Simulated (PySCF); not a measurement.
Point-charge models of `Fc1ccc(F)o1` against its computed dipole.

Coordinates (GFN2-xTB, Å) and charges (e) from the PBE0/pcSseg-1 density (PySCF):

```json
{"atom": "F1", "x": "-2.228", "y": "-1.114", "z": "-0.011", "Mulliken": "-0.2346", "IAO": "-0.2305", "Hirshfeld": "-0.0647", "ESP-fitted": "-0.1404"}
{"atom": "C2", "x": "-1.052", "y": "-0.541", "z": "-0.201", "Mulliken": "+0.5126", "IAO": "+0.4339", "Hirshfeld": "+0.1391", "ESP-fitted": "+0.3354"}
{"atom": "C3", "x": "-0.723", "y": "0.738", "z": "-0.496", "Mulliken": "-0.2069", "IAO": "-0.2621", "Hirshfeld": "-0.1030", "ESP-fitted": "-0.3500"}
{"atom": "C4", "x": "0.701", "y": "0.745", "z": "-0.577", "Mulliken": "-0.2070", "IAO": "-0.2621", "Hirshfeld": "-0.1030", "ESP-fitted": "-0.3393"}
{"atom": "C5", "x": "1.073", "y": "-0.531", "z": "-0.322", "Mulliken": "+0.5127", "IAO": "+0.4338", "Hirshfeld": "+0.1391", "ESP-fitted": "+0.3291"}
{"atom": "F6", "x": "2.269", "y": "-1.093", "z": "-0.267", "Mulliken": "-0.2346", "IAO": "-0.2305", "Hirshfeld": "-0.0647", "ESP-fitted": "-0.1394"}
{"atom": "O7", "x": "0.024", "y": "-1.338", "z": "-0.089", "Mulliken": "-0.3632", "IAO": "-0.2470", "Hirshfeld": "-0.0735", "ESP-fitted": "-0.1494"}
{"atom": "H8", "x": "-1.387", "y": "1.564", "z": "-0.637", "Mulliken": "+0.1105", "IAO": "+0.1823", "Hirshfeld": "+0.0653", "ESP-fitted": "+0.2281"}
{"atom": "H9", "x": "1.336", "y": "1.576", "z": "-0.793", "Mulliken": "+0.1105", "IAO": "+0.1822", "Hirshfeld": "+0.0653", "ESP-fitted": "+0.2259"}
```

Problem. What dipole does each set of charges give (1 e·Å = 4.803 D), and what does the density give?

Solution. The full density gives (-0.03, 1.69, -0.36) D, 1.72 D in size; dipole vectors point from the negative to the positive end.

```csv
scheme,μx,μy,μz,size (D),share of the full size (%),angle to the full dipole (°)
Mulliken,-0.04,2.37,-0.51,2.43,141,0
IAO,-0.05,2.68,-0.58,2.74,159,0
Hirshfeld,-0.01,0.69,-0.15,0.71,41,0
ESP-fitted,-0.03,1.70,-0.37,1.74,101,0
```

Problem. Which set comes closest?

Solution. Length of the difference vector: ESP-fitted 0.02 D, Mulliken 0.70 D, Hirshfeld 1.02 D, IAO 1.02 D. Closest: ESP-fitted. 

Problem. What is left for the Hirshfeld atoms' own dipoles?

Solution. The Hirshfeld atoms' densities add up to the full density, so μ = Σ q r + Σ (atomic dipoles). The atomic dipoles sum to (-0.03, 1.69, -0.36) − (-0.01, 0.69, -0.15) = (-0.02, 1.00, -0.21) D, 1.02 D in size.

Problem. With the origin at the mean of the coordinates, (0.002, 0.001, -0.377) Å, which are the largest single terms, by size, of the ESP-fitted dipole along the direction of the full one?

Solution. H8 +1.76, H9 +1.74, C3 -1.27, C4 -1.24, O7 +0.98 D; all 9 atoms together +1.74 D. The single terms depend on the origin, their sum doesn't.

Problem. Give the size of the full dipole in other units.

Solution. 1.72 D = 0.679 au = 0.359 e·Å = 5.75 × 10⁻³⁰ C·m.

Isolated species at its GFN2-xTB geometry, gas phase.
